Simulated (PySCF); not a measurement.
# Vertical excitation energies

C₃H₁₃Ge₂NOSi.
Z-matrix (Å and degrees, PBE0-D3(BJ)/def2-SVP geometry), rows numbered from 1:
```
C 
N   1  1.4368
C   2  1.4447  1  116.73
C   2  1.3580  1  123.86  3  -178.84
O   4  1.2239  2  122.59  1   179.10
Ge  4  2.0117  2  121.68  1    -0.91
Ge  6  2.4151  4   99.38  2  -176.31
Si  7  2.3842  6  106.76  4   -44.06
H   1  1.0979  2  110.67  3  -179.69
H   1  1.1036  2  111.03  3   -59.88
H   1  1.1037  2  111.11  3    60.35
H   3  1.0964  2  108.22  1  -179.59
H   3  1.1031  2  110.72  1   -59.72
H   3  1.1029  2  110.72  1    60.43
H   6  1.5450  4  111.51  2   -53.80
H   6  1.5451  4  110.12  2    65.04
H   7  1.5437  6  110.04  4  -166.04
H   7  1.5403  6  108.82  4    76.10
H   8  1.4998  7  109.13  6  -141.74
H   8  1.4893  7  111.18  6    98.79
H   8  1.4935  7  109.86  6   -24.27
```

Computed, not measured: PySCF 2.14.0, density-fitted response routines, TDDFT wB97X-D/def2-SVPD, vertical, gas phase, core orbitals frozen in the response. Relativistic effects, spin–orbit coupling among them, are left out although an element past zinc is present.

| state | E (eV) | ν̃ (cm⁻¹) | f | main configurations (H = HOMO, L = LUMO) |
| --- | --- | --- | --- | --- |
| S1 | 5.09 | 41050 | 0.0019 | H→L+1 (44%), H→L (35%) |
| S2 | 6.53 | 52670 | 0.143 | H-1→L+1 (41%), H-1→L (37%), H→L (8%) |
| S3 | 6.62 | 53400 | 0.063 | H-2→L+1 (29%), H-2→L (28%), H→L+2 (9%) |
| S4 | 6.68 | 53890 | 0.048 | H→L (39%), H→L+1 (39%) |
| S5 | 6.85 | 55270 | 0.295 | H-2→L+1 (39%), H-2→L (18%) |
| S6 | 6.88 | 55500 | 0.108 | H→L+2 (39%), H-2→L (16%), H-2→L+2 (14%) |
| S7 | 6.92 | 55820 | 0.020 | H-1→L (24%), H-1→L+1 (22%), H-1→L+4 (18%) |
| S8 | 7.03 | 56670 | 0.0058 | H-2→L+2 (24%), H→L+3 (19%), H→L+2 (16%) |
| S9 | 7.19 | 57970 | 0.013 | H-2→L+2 (27%), H→L+4 (23%), H→L+5 (12%) |
| S10 | 7.26 | 58590 | 0.117 | H→L+3 (43%), H→L+2 (18%), H-2→L+3 (15%) |

Triplets (Tamm–Dancoff): T1 4.55 eV, H→L+1 (43%), H→L (33%); T2 4.84 eV, H-1→L+1 (44%), H-1→L (33%); T3 5.99 eV, H-2→L (46%), H→L (20%); T4 6.24 eV, H-2→L+1 (31%), H→L+1 (12%).

The lowest singlet comes at 244 nm (491 kJ/mol) in the ultraviolet; it is very weak; its leading configuration is HOMO→LUMO+1 (44%). The strongest level in the table is S5 at 6.85 eV (181 nm, f = 0.295). Löwdin shares by element: HOMO oxygen 44%, germanium 20%, carbon 14% or more (atoms not listed hold the other 21%); LUMO germanium 31%, carbon 12% or more, hydrogen 11% or more (atoms not listed hold the other 46%). The oscillator strengths of these states sum to 0.815; summed over the whole spectrum of an exact calculation they would give the number of electrons, 124 (Thomas–Reiche–Kuhn). Of the 10 states listed, 8 reach f = 0.01 and none stays under 0.0005. Weighted by f, the mean energy of these states is 6.84 eV. The vertical ionisation energy (ΔSCF) is 8.87 eV, 1.61 eV above S10. Only the lowest 10 singlets were computed, as vertical energies without vibronic structure.

On one thread of an Arm Neoverse V1, no GPU, shared host, this took 15 min and 1.7 GiB of memory at its peak.

One conformer stands for the species.
